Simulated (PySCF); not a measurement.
C₂H₆Se.

```xyz
9

C     -1.4653     0.0000    -0.8263
Se     0.0000     0.0000     0.4769
C      1.4653     0.0000    -0.8263
H     -1.4168     0.8938    -1.4449
H     -2.3942     0.0000    -0.2599
H     -1.4168    -0.8938    -1.4449
H      1.4168    -0.8938    -1.4449
H      1.4168     0.8938    -1.4449
H      2.3942     0.0000    -0.2599
```

Coordinates come from a B3LYP-D3(BJ)/def2-TZVP optimisation.

Method: PBE0/pcSseg-2 (PySCF). Non-relativistic, no solvent.

Computed absolute GIAO shielding of each atom: isotropic value and principal components (ppm):
```
atom  σ(iso)     σ11     σ22     σ33   span
----  ------  ------  ------  ------  -----
C1     168.7   151.1   167.2   187.8   36.7
Se2   1739.2  1506.3  1515.7  2195.6  689.3
C3     168.7   151.1   167.2   187.8   36.7
H4      29.6    23.8    27.3    37.6   13.8
H5      29.9    24.5    26.6    38.6   14.1
H6      29.6    23.8    27.3    37.6   13.8
H7      29.6    23.8    27.3    37.6   13.8
H8      29.6    23.8    27.3    37.6   13.8
H9      29.9    24.5    26.6    38.6   14.1
```
